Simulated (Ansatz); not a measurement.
The same path of CH11GeNSi2 (16 atoms, charge 0, multiplicity 1) was run twice with different band settings. The coordinate that changes most is the dihedral Si2–Ge3–Si4–N5.

Level of theory: RHF/def2-SVP in Ansatz 0.2.0.

Relaxed end points:

```xyz
16
Properties=species:S:1:pos:R:3
C 0.677 2.241 0.149
Si 1.519 0.760 0.971
Ge 1.025 -1.280 -0.229
Si -1.341 -1.745 -0.146
N -2.186 -0.372 -0.795
H 0.829 3.150 0.735
H 1.083 2.411 -0.850
H -0.396 2.064 0.056
H 1.031 0.605 2.367
H 2.989 0.970 1.029
H 1.462 -1.130 -1.701
H 1.815 -2.464 0.359
H -1.779 -1.905 1.263
H -1.629 -3.034 -0.835
H -1.954 -0.028 -1.707
H -3.168 -0.267 -0.623
```

```xyz
16
Properties=species:S:1:pos:R:3
C 0.547 2.532 1.131
Si 1.504 0.900 1.217
Ge 0.866 -0.599 -0.572
Si -1.450 -1.309 -0.462
N -1.962 -2.367 -1.732
H 0.847 3.197 1.944
H 0.737 3.045 0.187
H -0.528 2.362 1.214
H 1.239 0.229 2.517
H 2.964 1.167 1.139
H 1.122 0.104 -1.923
H 1.784 -1.839 -0.542
H -2.298 -0.092 -0.498
H -1.649 -2.007 0.831
H -1.669 -3.325 -1.740
H -2.077 -2.022 -2.665
```

Common settings: movable images 7; climbing image yes; spring 5.0 eV/Å²; start path IDPP; force threshold 0.05 eV/Å; end points relaxed.

| run | optimiser | iteration limit |
| --- | --- | --- |
| 1 | quadratic models (default) | 54 |
| 2 | fire | 57 |

Question: What does each run give, and how far can it be trusted?

Answer: Run 1: converged after 31 iterations, highest image 0.070 eV above the first end. Beside the main top the profile has a ripple of under 15 meV (maxima at images 3, 5), which may be a very shallow well or noise. The top lies less than 8 meV above the higher end, about what the thresholds resolve: that end is a shoulder or a very shallow well. A vibrational analysis at the climbing image gives one clearly imaginary mode, 148i cm⁻¹: a first-order saddle point.
Run 2: converged after 35 iterations, highest image 0.107 eV above the first end. The order of the stationary point at the top wasn't checked.
